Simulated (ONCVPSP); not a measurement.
# phosphorus (P): excitation energies, all-electron against ONCV

phosphorus, optimised norm-conserving Vanderbilt (ONCV), made with ONCVPSP 4.0.1 (PBE, scalar-relativistic). Core [Ne], reference 3s2 3p1 (charge +2). Waves: 3s: rc 1.65 bohr, ncon 4, nbas 8, qcut 5.1 1/bohr, 2 projectors, debl 2.7 Ha; 3p: rc 1.45 bohr, ncon 4, nbas 7, qcut 5.6 1/bohr, 2 projectors, debl 3.5 Ha; d scattering state at 0.29 Ha: rc 1.45 bohr, ncon 4, nbas 8, qcut 6.9 1/bohr, 2 projectors, debl 1.4 Ha. Local part: polynomial inside 1.20 bohr (lpopt 5, dvloc0 0 Ha). Core correction: none.

In the d channel the program set the typed energies aside and used 0.050, 1.450 Ha.

Energies are relative to the spin-unpolarised reference configuration 3s2 3p1; without spin polarisation the order of configurations can differ from experiment.

```json
{"valence configuration": "3s2 3p3", "charge": "0", "ΔE all-electron (eV)": "-28.877", "error AE − PS (meV)": "+3.1"}
{"valence configuration": "3s2 3p2", "charge": "+1", "ΔE all-electron (eV)": "-19.147", "error AE − PS (meV)": "+2.7"}
{"valence configuration": "3s2 3p0", "charge": "+3", "ΔE all-electron (eV)": "29.739", "error AE − PS (meV)": "+8.4"}
{"valence configuration": "3s2 3p2.5", "charge": "+0.5", "ΔE all-electron (eV)": "-25.102", "error AE − PS (meV)": "+3.4"}
```

Note: no bound ghost flagged; GHOST(+) flagged for s at 118.4 eV.
